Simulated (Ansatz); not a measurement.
Start from `[OH][Sn][Br]` and change one atom or group to get `C[O][Sn][Br]`.

Ansatz, PBE0-D4/def2-TZVP geometries, multiplicity 1. Each molecule was computed in one conformer, which needn't be the lowest.

Elements past krypton have def2 core potentials. Scalar relativity is left out up to krypton.

```
                                        property  `[OH][Sn][Br]`
               HOMO energy (PBE/def2-TZVPP) / eV           -6.38
             HOMO–LUMO gap (PBE/def2-TZVPP) / eV            3.15
size of the dipole moment (B3LYP/def2-TZVPP) / D            4.04
             LUMO energy (B3LYP/def2-TZVPP) / eV           -2.82
             HOMO energy (B3LYP/def2-TZVPP) / eV           -7.30
           LUMO energy (ωB97M-V/def2-TZVPP) / eV           -0.84
```

Problem. Give the same properties after the change, and the shifts. (Estimate.)

Solution. The calculation gave: 
| property | `C[O][Sn][Br]` | shift |
| --- | --- | --- |
| HOMO energy (PBE/def2-TZVPP) / eV | -6.58 | -0.20 |
| HOMO–LUMO gap (PBE/def2-TZVPP) / eV | 3.40 | 0.25 |
| size of the dipole moment (B3LYP/def2-TZVPP) / D | 1.91 | -2.13 |
| LUMO energy (B3LYP/def2-TZVPP) / eV | -2.76 | 0.06 |
| HOMO energy (B3LYP/def2-TZVPP) / eV | -7.52 | -0.22 |
| LUMO energy (ωB97M-V/def2-TZVPP) / eV | -0.83 | 0.01 |

The zero-point energy changes by 74.6 kJ/mol with +9 modes. Dipoles are sizes alone; their direction can turn.

B3LYP here is the variant with VWN-RPA as its local correlation; programs differ in this.

Spin–orbit coupling is left out; it splits and shifts lone-pair levels of the heavy atoms by tenths of an eV.
